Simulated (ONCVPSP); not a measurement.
# What one change does to a pseudopotential (tantalum (Ta), ONCV)

tantalum, optimised norm-conserving Vanderbilt (ONCV), made with ONCVPSP 4.0.1 (PBE, scalar-relativistic). Core [Kr] 4d10, reference 4f14 5s2 5p6 5d3 6s1 6p1. Waves: 5s+6s: rc 1.40 bohr, ncon 3, nbas 7, qcut 7.6 1/bohr, 3 projectors, debl 0.4 Ha; 5p+6p: rc 2.45 bohr, ncon 4, nbas 7, qcut 5.3 1/bohr, 2 projectors; 5d: rc 2.25 bohr, ncon 4, nbas 8, qcut 7.5 1/bohr, 2 projectors, debl 3.7 Ha; 4f: rc 0.70 bohr, ncon 5, nbas 10, qcut 26.9 1/bohr, 2 projectors, debl 3.3 Ha. Local part: polynomial inside 0.65 bohr (lpopt 5, dvloc0 0 Ha). Core correction: Teter function, fcfact 5, rcfact 1.7.

All-electron outer shells of the reference configuration (PBE, scalar-relativistic, ld1.x):

```
shell  level (eV)  outermost node (bohr)  outermost maximum (bohr)
   4p     -402.46                   0.24                      0.45
   4d     -223.72                   0.22                      0.46
   5s      -74.53                   0.54                      0.98
   5p      -40.93                   0.58                      1.13
   4f      -26.23                      –                      0.44
   6s       -6.41                   1.32                      2.74
   5d       -4.89                   0.65                      1.56
   6p       -2.10                   1.59                      3.75
```

Change: p: rc 3.26.

Cutoffs: the cutoffs (Ha) at which the residual kinetic energy of the hardest occupied pseudo-wave falls to 1 and 0.1 mHa per electron; they do not see the model core or the augmentation charge, which bear on the density cutoff. Errors are all-electron minus pseudo energies relative to the spin-unpolarised reference configuration.

Predict the effect on cutoff, ghosts and configuration errors.

The potential gets neither clearly harder nor softer (296 Ha and 326 Ha → 296 Ha and 326 Ha); both files keep a bound ghost (p, s); of the 4 tests that both files solve, the error grows in 2 and shrinks in 1 by more than 15 % and 0.3 meV (median size 5.7 → 10.9 meV).

| quantity | base | changed |
| --- | --- | --- |
| cutoff, loose | 296 Ha | 296 Ha |
| cutoff, tight | 326 Ha | 326 Ha |
| loose cutoff by channel | s 23 Ha, p 10 Ha, d 14 Ha, f 296 Ha | s 23 Ha, p 8.4 Ha, d 14 Ha, f 296 Ha |
| bound ghosts | s, p | s, p |
| GHOST(+) flags under 300 eV | d at 169.4 eV | d at 169.4 eV |
| error for 4f14 5s2 5p6 5d3 6s2 6p0, meV [ΔE -4.18 eV] | +0.6 | -0.2 |
| error for 4f14 5s2 5p6 5d3 6s1 6p0, meV [ΔE 4.29 eV] | -2.1 | -2.2 |
| error for 4f14 5s2 5p6 5d3 6s0 6p0, meV [ΔE 19.26 eV] | -9.3 | -19 |
| error for 4f13 5s2 5p6 5d4 6s1 6p0, meV [ΔE 29.37 eV] | -261 | -302 |
| s: phases at 1.42 bohr within 0.05 rad from the reference energy up to (Ha; the scan ends near 5) | to the end of the scan | to the end of the scan |
| d: phases at 2.29 bohr within 0.05 rad from the reference energy up to (Ha; the scan ends near 5) | to the end of the scan | to the end of the scan |
| f: phases at 0.71 bohr within 0.05 rad from the reference energy up to (Ha; the scan ends near 5) | to the end of the scan | to the end of the scan |
| rms error of d²Exc/dni dnj with the model core, mHa | 2.46 | 2.54 |

 A true bound ghost makes a file unfit for plane-wave use even where its test errors are small: the radial tests pick states by their node count and pass the ghost by.
